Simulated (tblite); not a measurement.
Species: C₅H₉FSi.
Atom-mapped SMILES: `[F:1][SiH2:2][C@@:3]12[CH2:4][CH2:5][C@@H:6]1[CH2:7]2` (hydrogens: H8, H9 on Si2; H10, H11 on C4; H12, H13 on C5; H14 on C6; H15, H16 on C7)

Geometry (GFN2-xTB, Å), atoms numbered from 1 in this order:
```xyz
16
C5H9FSi angstrom
F      2.7444   -1.1243   -0.3313
Si     2.1283    0.1623    0.4222
C      0.3061    0.2253    0.0220
C     -0.3517   -0.2124   -1.2928
C     -1.5244   -0.8191   -0.4997
C     -0.8780   -0.3459    0.7917
C     -0.6657    1.1260    0.7375
H      2.8666    1.2914   -0.1275
H      2.3642   -0.0831    1.8383
H      0.2299   -0.9546   -1.8347
H     -0.6076    0.6023   -1.9709
H     -2.5104   -0.3999   -0.7049
H     -1.5755   -1.9025   -0.5809
H     -0.8857   -0.8976    1.7181
H     -1.3400    1.7429    0.1599
H     -0.3082    1.5980    1.6415
```

All values are computed: GFN2-xTB (tblite) harmonic vibrations without scaling, gas phase. The method is semi-empirical: single wavenumbers can be off by several per cent or more. Modes of hydrogen on silicon can be 10 to 20 % off. One conformer, not necessarily the lowest.

Harmonic wavenumbers (cm⁻¹): 33.6, 107.5, 175.9, 237.3, 327.6, 399.4, 489.3, 527.7, 575.4, 725.8, 740.3, 769.3, 811.1, 812.7, 880.8, 890.6, 942.8, 949.9, 991.8, 1038.6, 1056.8, 1069.3, 1091.0, 1128.5, 1176.7, 1184.9, 1232.7, 1253.4, 1261.4, 1382.3, 1471.4, 1471.8, 1493.2, 2308.7, 2326.4, 2970.3, 2982.5, 3015.9, 3026.0, 3063.2, 3078.1, 3090.3.

A = 4195, B = 1532, C = 1308 MHz; mass 116.046 u (most abundant isotopes); point group C1, symmetry number 1.

Task: What is the zero-point energy?

Result: Half the sum of the wavenumbers: 27281 cm⁻¹ = 78.00 kcal/mol.

Task: Entropy at 298.15 K, 1 bar (ideal gas, RRHO, classical rotation)?

Result: Translation 40.19, rotation 28.04, vibration 19.51: S = 87.7 cal/(mol K).

Task: And Cp and H(298.15 K) − H(0)?

Result: Cp = 30.81 cal/(mol K), of which vibrations give 22.86 (their classical limit is 42 R = 83.5); H(298.15 K) − H(0) = 5.46 kcal/mol without the zero-point energy, 3.09 from vibrations.

Task: What must be added to the electronic energy to get the Gibbs energy at 298.15 K and 1 bar?

Result: ZPE + [H(298.15 K) − H(0)] − T·S = 78.00 + 5.46 − 26.16 = 57.30 kcal/mol.

Task: Which modes carry the vibrational entropy at 298.15 K?

Result: 33.6 cm⁻¹: 5.60; 107.5 cm⁻¹: 3.31; 175.9 cm⁻¹: 2.37; 237.3 cm⁻¹: 1.82; 327.6 cm⁻¹: 1.27; 399.4 cm⁻¹: 0.96 cal/(mol K); the other 36 give 4.16 together.

Task: How do the functions run with temperature in this model?

Result: 
```csv
T (K),S (cal/(mol K)),Cp (cal/(mol K)),H − H(0) (kcal/mol),G − H(0) (kcal/mol),ln q(vib)
150,71.8,17.7,1.91,-8.86,2.13
250,82.7,26.2,4.09,-16.60,3.78
400,98.1,40.2,9.08,-30.17,6.44
600,117.2,54.0,18.60,-51.74,10.26
900,141.8,66.7,36.88,-90.71,15.96
```

q(vib) and H(0) count from the zero-point level.

Task: Blend soft modes into free rotors: weight 1/[1 + (100 cm⁻¹/ν̃)⁴] for the oscillator and the rest for a rotor with moment μB/(μ + B), μ = h/(8π²ν), B = 10⁻⁴⁴ kg m². What vibrational entropy results?

Result: 17.64 cal/(mol K) in place of 19.51, which changes −T·S at 298.15 K by +0.56 kcal/mol.

Hindered rotation and anharmonicity are outside this model. Other conformers, if any are populated, would add a mixing term that is left out. The structure is chiral; the term R ln 2 for an equal mix with its mirror image is left out.
